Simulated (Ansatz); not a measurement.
SiF2Cl2 (SiCl2F2), relaxed as a singlet with RKS PBE0-D4/def2-SVP in Ansatz, starting from the GFN2-xTB geometry. Force threshold 0.02 eV/Å.

Start:

```xyz
5

Si    0.0030    0.0007    0.0005
F     0.7659   -0.2493    1.3794
F     1.2314    0.4001   -0.9359
Cl   -1.2140    1.5419    0.1885
Cl   -0.7863   -1.6934   -0.6325
```

(1) Estimate the energy that the relaxation releases and the steps that it takes.

(2) Does the start keep its bonding and symmetry?

(3) Predict the relaxed structure.

Answers

(1) 2.7 kcal/mol, in 5 steps; 4.7 s on 4 threads of Arm Neoverse V2 on a shared host. No frequencies were taken in this run, so the end may be a saddle point.

(2) By distances, no bond broke or formed. The bond that changes most is Si1–Cl4, from 1.97 to 2.02 Å (atoms count from 1). Point group C2v at the start, C2v at the end, both within 0.05 Å.

(3) 
```xyz
5

Si    0.0737    0.0056    0.0164
F     0.7472   -0.2665    1.4386
F     1.2367    0.4166   -0.9979
Cl   -1.2410    1.5281    0.1791
Cl   -0.8166   -1.6839   -0.6361
```
Bond lengths: 2 × F–Si 1.60 Å; 2 × Cl–Si 2.02 Å.
